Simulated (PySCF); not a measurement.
## Calculated properties of `C#CC1=C[SiH2]C=C[SiH2]1`

Species: C6H8Si2.
Geometry (PBE0-D3(BJ)/def2-SVP, Å), atoms numbered from 1 in this order:
```
atom  x, y, z in Å
C1     3.5961   -0.4603    0.7084
C2     2.3994   -0.4203    0.4991
C3     1.0050   -0.2930    0.2352
C4     0.1565   -1.3471    0.3364
Si5   -1.6853   -1.3000    0.0153
C6    -2.2238    0.4289   -0.4561
C7    -1.3961    1.4853   -0.5610
Si8    0.4517    1.4459   -0.2649
H9     4.6525   -0.5145    0.8967
H10    0.5916   -2.3121    0.6340
H11   -2.0323   -2.2652   -1.0761
H12   -2.4220   -1.7560    1.2368
H13   -3.2936    0.5857   -0.6592
H14   -1.8284    2.4566   -0.8451
H15    1.1840    1.8544   -1.5028
H16    0.8271    2.4093    0.8149
```

Among its groups: alkyne, C=C double bond, Si–H bond and C–Si bond.

From PBE0-D3(BJ)/def2-SVP geometry optimisation, gas phase (PySCF):

* Rotational constants A, B, C: 2.443, 1.074, 0.759 GHz

PBE0/def2-SVPD ground state and vertical TDDFT (core frozen in the response) (PySCF):

- Dipole moment: 0.47 D
- HOMO energy: -7.28 eV
- LUMO energy: -1.62 eV
- HOMO–LUMO gap: 5.66 eV
- Lowest singlet excitation: 4.65 eV (267 nm, f = 0.000)
- Strongest line among the 6 lowest singlet transitions: S2 at 5.07 eV (245 nm, f = 0.237)
- Static isotropic polarisability: 125.1 au
- Electronic spatial extent ⟨r²⟩ about the centre of nuclear charge: 1490 bohr²

Monoisotopic mass (most abundant isotopes): 136.0165 u.

In atomic units the dipole is 0.18 e·bohr (1 au = 2.5417 D). The rotational constants make it an asymmetric top with κ = (2B − A − C)/(A − C) = -0.63, nearer the prolate limit (−1). The largest Löwdin shares of the HOMO are 0.24 on C1, 0.23 on C4, 0.20 on C2 and 0.17 on C3. The polarisability is 18.54 Å³ as a volume (1 au = 0.148185 Å³), or 1.74 au for each of the 72 electrons. The principal polarisabilities are 82.0, 121.4 and 172.0 au; their mean is the isotropic value.

